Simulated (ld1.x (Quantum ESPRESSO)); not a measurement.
**Transferability test, PAW potential for Ge**

- Element: germanium (Ge)
- Generator: ld1.x (Quantum ESPRESSO) 7.5
- Type: PAW
- Functional: LDA (PZ)
- Relativity: scalar-relativistic
- Frozen core: [Ar] 3d10
- Valence charge: 4
- Reference configuration: 4s2 4p1 (charge +1)
- Partial waves: 4s (bound): rcut 1.65, rcutus 1.95 bohr; 4s channel at 3.55 Ry: rcut 1.65, rcutus 1.95 bohr; 4p (bound): rcut 2.10, rcutus 2.55 bohr; 4p channel at -0.5 Ry: rcut 2.10, rcutus 2.55 bohr
- Local potential: all-electron potential smoothed inside 2.05 bohr (lloc = -2)
- Core correction: Bessel-smoothed model core inside 1.35 bohr
- Augmentation charge: PSQ, radius 1.40 bohr

Energies are relative to the spin-unpolarised reference configuration 4s2 4p1; without spin polarisation the order of configurations can differ from experiment. Spin-polarised rows fill each open shell by Hund’s rule, majority spin first. The frozen-core shift is the all-electron ΔE with the core orbitals held at their reference shape minus the fully relaxed ΔE.

Question: Give the all-electron excitation energy and the error of the potential for: 4s2 4p2; 4s2 4p0; 4s1 4p0; 4s2 4p1.5; 4s0 4p4; 4s1 4p3; 4s1 4p2; 4s2 4p1 (spin-polarised); 4s2 4p2 (spin-polarised).

Answer:

| valence configuration | charge | ΔE all-electron (eV) | error AE − PS (meV) | frozen-core shift (meV) |
| --- | --- | --- | --- | --- |
| 4s2 4p2 | 0 | -7.636 | -4.9 | +5.3 |
| 4s2 4p0 | +2 | 15.716 | -26 | +26 |
| 4s1 4p0 | +3 | 50.934 | -248 | +249 |
| 4s2 4p1.5 | +0.5 | -4.748 | -1.6 | +1.8 |
| 4s0 4p4 | 0 | 8.723 | -15 | +17 |
| 4s1 4p3 | 0 | 0.407 | -1.1 | +1.2 |
| 4s1 4p2 | +1 | 8.777 | -11 | +11 |
| 4s2 4p1 (spin-polarised) | +1 | -0.185 | -1.7 | +1.8 |
| 4s2 4p2 (spin-polarised) | 0 | -8.200 | -8.8 | +9.6 |

Levels in the configuration 4s2 4p2 (spin-polarised):

```csv
level,all-electron (eV),pseudo (eV)
4s up,-12.348,-12.323
4p up,-4.451,-4.443
4s down,-11.164,-11.153
```
